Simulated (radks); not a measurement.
The mean radii <r> (bohr) of the occupied orbitals of an atom or ion are listed with their occupations. All-electron calculation, scalar-relativistic Kohn-Sham, LDA (Slater exchange, VWN5 correlation), spin-unpolarised, spherical densities, finite nucleus; Fermi nuclear charge, rms radius of each element as measured or else 0.836 A^(1/3) + 0.57 fm. Program: a radial shooting solver on a logarithmic mesh with Libxc functionals.

| orbital | occ. | <r> |
|---|---|---|
| 1s | 2 | 0.2725 |
| 2s | 2 | 1.471 |
| 2p | 1 | 1.500 |

Name the element and its charge.

Answer. Z = 6, carbon, charge +1: C+ in [He] 2s2 2p1. The 1s radius gives Z: for a bare nucleus <r> = (2 gamma + 1)/(2Z) with gamma = sqrt(1 - (Z/c)^2), 0.2498 bohr for Z = 6, and screening makes it slightly larger (0.2725 here). The occupations add up to 5, and the charge is Z minus that.
